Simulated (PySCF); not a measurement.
C₄H₄BF₃O.
Geometry (PBE0-D3(BJ)/def2-SVP, Å), atoms numbered from 1 in this order:
```xyz
13
C4H4BF3O angstrom
C      2.7095    0.4952    0.2227
C      1.4433   -0.1628   -0.0228
C      0.3729   -0.7127   -0.2257
B     -0.9149   -1.4594   -0.4917
O     -2.1402   -0.8434   -0.6259
C     -2.3520    0.4856   -0.5254
F     -1.9961    0.9515    0.6669
F     -3.6429    0.7172   -0.6926
F     -1.6836    1.1634   -1.4524
H      3.5026    0.0696   -0.4118
H      2.6462    1.5762    0.0253
H      3.0126    0.3569    1.2727
H     -0.9534   -2.6573   -0.6071
```

All values: PBE0/pcSseg-1 and CAM-B3LYP/def2-SVPD (PySCF, non-relativistic), on one gas-phase PBE0-D3(BJ)/def2-SVP geometry that isn't relaxed in the solvent. The solvent is an IEF-PCM continuum (van der Waals radii × 1.2). Only the electrostatic response of the medium enters.

Gas phase at PBE0/pcSseg-1: HOMO -8.05 eV, LUMO -1.74 eV, dipole 3.17 D.

Task: What does the continuum do to the energy, the frontier levels and the dipole at PBE0/pcSseg-1 in cyclohexane and chloroform?

Result: 
```
    solvent      ε  E(solvent) − E(gas) (kcal/mol)  polarisation term (kcal/mol)  distortion of the solute (kcal/mol)  HOMO (eV)  LUMO (eV)  dipole (D)
cyclohexane  2.017                           -1.38                         -1.46                                 0.08      -8.01      -1.72        3.48
 chloroform  4.711                           -2.46                         -2.70                                 0.24      -8.01      -1.72        3.71
```

Polarisation term: ½ Σ q·V over the induced surface charges. Distortion: the rise of the solute's own energy as its density leaves the gas-phase optimum. From cyclohexane to chloroform the lowering changes by a factor 1.78, Onsager's factor (ε − 1)/(2ε + 1) by 1.76 and ε itself by 2.3.

Task: Which radius a makes the point-dipole formula ΔE = −[(ε − 1)/(2ε + 1)]·μ²/a³ give the value in chloroform, with the gas-phase dipole?

Result: μ = 1.249 au and |ΔE| = 0.00391 Eh give a = 2.76 Å; the farthest nucleus lies 3.74 Å from the centroid of the nuclei, so such a sphere wouldn't even hold the nuclei. The formula assumes a rigid point dipole at the centre of a sphere.

Task: Give the dipole vector in the frame of the coordinates (D, pointing from negative to positive charge), gas and chloroform.

Result: Gas (3.11, 0.34, 0.51), solvent (3.63, 0.48, 0.60). Its length changes by +17 % and its direction by 1°.

Task: Which Hirshfeld charges (PBE0/pcSseg-1) respond most in chloroform (means over atoms taken as equivalent)?

Result: 
| atoms | environment | gas (e) | solvent (e) | change |
| --- | --- | --- | --- | --- |
| C3 | alkyne carbon | -0.160 | -0.174 | -0.014 |
| H10/H11/H12 | methyl hydrogen | +0.069 | +0.075 | +0.006 |
| B4 | three-coordinate boron | +0.197 | +0.193 | -0.004 |
| O5 | boron-bound oxygen | -0.170 | -0.173 | -0.003 |
| C2 | alkyne carbon | +0.005 | +0.008 | +0.003 |
| C1 | propargylic carbon | -0.086 | -0.083 | +0.003 |
| F7/F8/F9 | fluorine of a CF3 group | -0.089 | -0.091 | -0.002 |
| H13 | B–H hydrogen | -0.047 | -0.046 | +0.001 |

Task: How do the nuclear quadrupole coupling constants eQVzz/h respond in chloroform?

Result: 
| nucleus | Q (barn) | gas (MHz) | solvent (MHz) | η gas | η solvent |
| --- | --- | --- | --- | --- | --- |
| 11B at B4 | 0.04059 | 4.16 | 4.16 | 0.49 | 0.50 |
| 17O at O5 | -0.0256 | -9.63 | -9.69 | 0.04 | 0.02 |

Gas phase at CAM-B3LYP/def2-SVPD: HOMO -9.42 eV, LUMO -0.68 eV, dipole 3.15 D.

Task: What does the continuum do to the energy, the frontier levels and the dipole at CAM-B3LYP/def2-SVPD in chloroform?

Result: 
| solvent | ε | E(solvent) − E(gas) (kcal/mol) | polarisation term (kcal/mol) | distortion of the solute (kcal/mol) | HOMO (eV) | LUMO (eV) | dipole (D) |
| --- | --- | --- | --- | --- | --- | --- | --- |
| chloroform | 4.711 | -2.28 | -2.52 | 0.24 | -9.34 | -0.62 | 3.67 |

Task: How does the static polarisability (CAM-B3LYP/def2-SVPD, frozen core, with the continuum's full static response) change?

Result: 
| medium | isotropic (au) | principal values (au) | ⟨r²⟩ of the electrons (bohr²) |
| --- | --- | --- | --- |
| gas | 69.2 | 50.5, 60.5, 96.5 | 1391.8 |
| chloroform | 82.2 | 60.3, 71.2, 115.1 | 1390.4 |

The isotropic value in chloroform is 1.19 times the gas-phase one; no cavity-field correction is applied. ⟨r²⟩ is taken about the centre of nuclear charge.
